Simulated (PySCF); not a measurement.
Compound: C4H8Cl2OSi.
Geometry (GFN2-xTB, Å), atoms numbered from 1 in this order:
```xyz
16
C4H8Cl2OSi angstrom
O      1.1489    1.9145    0.1252
C      0.4529    0.9446   -0.0627
C      0.9722   -0.4681    0.0743
C      2.4490   -0.5095    0.4233
Cl     3.0105   -2.1976    0.5516
Si    -1.3850    1.1912   -0.6053
C     -2.3955   -0.3719   -0.1581
Cl    -2.2946   -0.6361    1.6118
H      0.7834   -0.9896   -0.8677
H      0.3819   -0.9676    0.8469
H      3.0473   -0.0250   -0.3482
H      2.6376   -0.0291    1.3828
H     -1.4037    1.3481   -2.0629
H     -1.9222    2.3479    0.1006
H     -2.0397   -1.2849   -0.6302
H     -3.4506   -0.2579   -0.3929
```

Mayer bond orders were computed from the PBE0/pcSseg-1 density (PySCF). The structure is a single GFN2-xTB conformer in the gas phase; no vibrational or solvent corrections.

Problem. Rank these bonds by Mayer order, highest first.
A. C3–C4
B. C2–C3
C. Si6–C7
D. O1–C2

Solution. D (1.96), A (1.02), B (0.93), C (0.84).

Problem. Set the orders of all bonds between heavy atoms beside their lengths and the difference of the ESP-fitted charges at their ends.

Solution. 
```
  bond  Mayer order  length (Å)  q(first) − q(second) (e)
 O1–C2        1.961       1.208                    -0.735
 C3–C4        1.016       1.518                    +0.647
C4–Cl5        0.991       1.784                    -0.303
C7–Cl8        0.955       1.792                    -0.416
 C2–C3        0.930       1.511                    +0.096
Si6–C7        0.843       1.914                    +0.934
C2–Si6        0.836       1.932                    -0.110
```

Mayer orders depend on the basis set.

These values come from a run that also computed NMR shieldings. Time: 54 s wall; peak memory 0.91 GiB. Hardware: Arm Neoverse V1, one thread, no GPU, shared host with 32 logical CPUs at a one-minute load of 43.
